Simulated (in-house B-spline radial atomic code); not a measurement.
Successive ionisation energies of molybdenum; each step leads to the configuration of the next row (after the last: [Ar] 3d10 4s1). NIST's values go from ground level to ground level; the uncertainty of those that are theory runs from under 0.1 % in few-electron ions to several per cent in heavy many-electron ones. Computed with a B-spline radial code for spherical atoms: non-relativistic Hartree-Fock, average of the configuration, point nuclei.

This level leaves out relativity, spin-orbit splitting included, which matters for heavy ions.

```
  ion      configuration  ionisation energy (eV)  tabulated value (eV)    tabulated kind  computed minus tabulated (eV)  highest orbital  largest mean radius (bohr)
   Mo       [Kr] 4d5 5s1                    5.34               7.09243          measured                          -1.76               5s                      4.0787
  Mo+           [Kr] 4d5                   13.96                 16.16    semi-empirical                          -2.20               4d                       1.844
 Mo2+           [Kr] 4d4                       ?                     ?    semi-empirical                              ?                ?                           ?
 Mo3+           [Kr] 4d3                   38.71                 40.33    semi-empirical                          -1.62               4d                      1.5925
 Mo4+           [Kr] 4d2                   52.94                54.417    semi-empirical                          -1.48               4d                      1.5098
 Mo5+           [Kr] 4d1                   68.18              68.82704          measured                          -0.64               4d                      1.4418
 Mo6+  [Ar] 3d10 4s2 4p6                  124.81               125.638    semi-empirical                          -0.83               4p                      1.1679
 Mo7+  [Ar] 3d10 4s2 4p5                  143.87                 143.6          measured                           0.27               4p                       1.143
 Mo8+  [Ar] 3d10 4s2 4p4                  163.55                164.12          measured                          -0.57               4p                      1.1204
 Mo9+  [Ar] 3d10 4s2 4p3                       ?                     ?    semi-empirical                              ?                ?                           ?
Mo10+  [Ar] 3d10 4s2 4p2                  204.66                 209.3  tabulated theory                          -4.64               4p                       1.079
Mo11+  [Ar] 3d10 4s2 4p1                       ?                     ?    semi-empirical                              ?                ?                           ?
Mo12+      [Ar] 3d10 4s2                  271.50                 279.1    semi-empirical                          -7.60               4s                       1.004
```

Task: Fill in the row of Mo2+.

Result: ionisation energy (eV): 25.65; tabulated value (eV): 27.13; computed minus tabulated (eV): -1.48; highest orbital: 4d; largest mean radius (bohr): 1.6981.

Task: Fill in the row of Mo9+.

Result: ionisation energy (eV): 183.82; tabulated value (eV): 186.3; computed minus tabulated (eV): -2.48; highest orbital: 4p; largest mean radius (bohr): 1.0991.

Task: Fill in the row of Mo11+.

Result: ionisation energy (eV): 226.06; tabulated value (eV): 230.28; computed minus tabulated (eV): -4.22; highest orbital: 4p; largest mean radius (bohr): 1.06.

Task: Where is the largest jump?

Result: From Mo to Mo+, by a factor of 2.62 (5.3369 to 13.963 eV); the highest orbital goes from 5s to 4d.

Task: How far is this level of theory from the measured and semi-empirical values?

Result: Over those 12 rows the differences run from -7.6 to +0.274 eV (mean absolute value 2.1 eV). The calculation leaves out relativity, correlation and, in open shells, the multiplet splittings that an average leaves out.
